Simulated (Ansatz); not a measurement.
Molecule: BiH$_{5}$, charge 0, multiplicity 1. 
Structure (B3LYP-D3(BJ)/def2-TZVP (Ansatz, an electronic-structure program) minimum search):
```
Bi
H 1 1.7992
H 1 1.7992 2 120.00
H 1 1.7992 2 120.00 3 -180.00
H 1 1.8661 2 90.00 3 -90.00
H 1 1.8661 2 90.00 5 180.00
```
Charge 0, spin multiplicity 1.

Property: vertical electron affinity (to the doublet state of charge -1; a negative value means that the extra electron is unbound and the number depends on the basis; each state is the SCF solution reached for its spin; the molecule has degenerate orbitals, so one determinant may break the symmetry), in eV. Correlated levels leave the core frozen unless marked. UHF or UKS for open shells. Spin-orbit coupling is left out. Frozen are the shells of the preceding noble gas and the d and f shells that filled before the atom's block. Past Kr the def2 sets carry scalar-relativistic core potentials. Anions need diffuse functions: def2-D sets add few. CBS marks a two-point X^-3 extrapolation of the correlation energy; Hartree-Fock from the larger set. The bracket is a focal-point correction in the basis named.

```
level                                                        program  vertical electron affinity (eV)
-----------------------------------------------------------  -------  -------------------------------
wB97X-V/def2-TZVPD                                            Ansatz                             0.33
wB97X/def2-TZVPD                                              Ansatz                             0.32
MP2/def2-TZVPPD                                               Ansatz                             0.19
CCSD/def2-SVPD                                                Ansatz                            -0.04
CCSD/def2-TZVPPD                                              Ansatz                             0.12
RI-MP2/CBS(def2-TZVPPD,def2-QZVPPD)+[CCSD(T)-MP2]/def2-SVPD   Ansatz                             0.29
```
